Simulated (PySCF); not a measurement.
Isomers of C6H10O2S, one GFN2-xTB conformer each. Single-point energies are computed at PBE0/pcSseg-1 (PySCF, gas phase, no added dispersion term), electronic only.

| SMILES | GFN2-xTB relative energy (kJ/mol) |
| --- | --- |
| CC[C@H]1C=CCS1(=O)=O | 107.4 |
| CC[C@@H]1CC=CS1(=O)=O | 125.0 |
| CS[C@@H]1CCCC(=O)O1 | 0.0 |

Conformers: `[CH3:1][CH2:2][C@H:3]1[CH:4]=[CH:5][CH2:6][S:7]1(=[O:8])=[O:9]` with C1–C2–C3–C4 -177°, C2–C3–C4–C5 139°, C4–C5–C6–S7 -21°, C5–C6–S7–O8 143°, C2–C3–S7–C6 -149°; `[CH3:1][CH2:2][C@@H:3]1[CH2:4][CH:5]=[CH:6][S:7]1(=[O:8])=[O:9]` with C1–C2–C3–C4 -176°, C2–C3–C4–C5 -141°, C3–C4–C5–C6 14°, C5–C6–S7–O8 101°, C2–C3–S7–C6 143°; `[CH3:1][S:2][C@@H:3]1[CH2:4][CH2:5][CH2:6][C:7](=[O:8])[O:9]1` with C1–S2–C3–C4 -175°, S2–C3–C4–C5 -165°, C3–C4–C5–C6 63°, C4–C5–C6–C7 -50°, C5–C6–C7–O8 -161°.

What does PBE0/pcSseg-1 give for the same structures?

| SMILES | PBE0/pcSseg-1 E (Eh) | PBE0/pcSseg-1 (kJ/mol) | GFN2-xTB (kJ/mol) | point group |
| --- | --- | --- | --- | --- |
| CS[C@@H]1CCCC(=O)O1 | -782.66972 | 0.0 | 0.0 | C1 |
| CC[C@H]1C=CCS1(=O)=O | -782.57650 | 244.7 | 107.4 | C1 |
| CC[C@@H]1CC=CS1(=O)=O | -782.57528 | 247.9 | 125.0 | C1 |

Both levels put the same isomer lowest; measured from each level's own lowest isomer, the values differ by up to 137.3 kJ/mol (CC[C@H]1C=CCS1(=O)=O: 107.4 against 244.7). As drawn, the lowest has a C=O bond and a C(=O)–O unit, which the highest lacks; the highest has an S=O bond and a C=C bond outside aromatic rings, which the lowest lacks. Neighbours under 10 kJ/mol apart (CC[C@H]1C=CCS1(=O)=O and CC[C@@H]1CC=CS1(=O)=O) can change places with a better method, another conformer or zero-point energy.

Which frontier levels, dipoles and rotational constants go with these structures?

```tsv
SMILES	HOMO (eV, PBE0/pcSseg-1)	LUMO (eV)	dipole (D)	A, B, C (MHz)
CS[C@@H]1CCCC(=O)O1	-6.74	0.17	3.82	2301, 1009, 756.2
CC[C@H]1C=CCS1(=O)=O	-8.05	-0.55	4.44	2067, 1457, 1060
CC[C@@H]1CC=CS1(=O)=O	-8.02	-0.75	5.15	2037, 1461, 1054
```
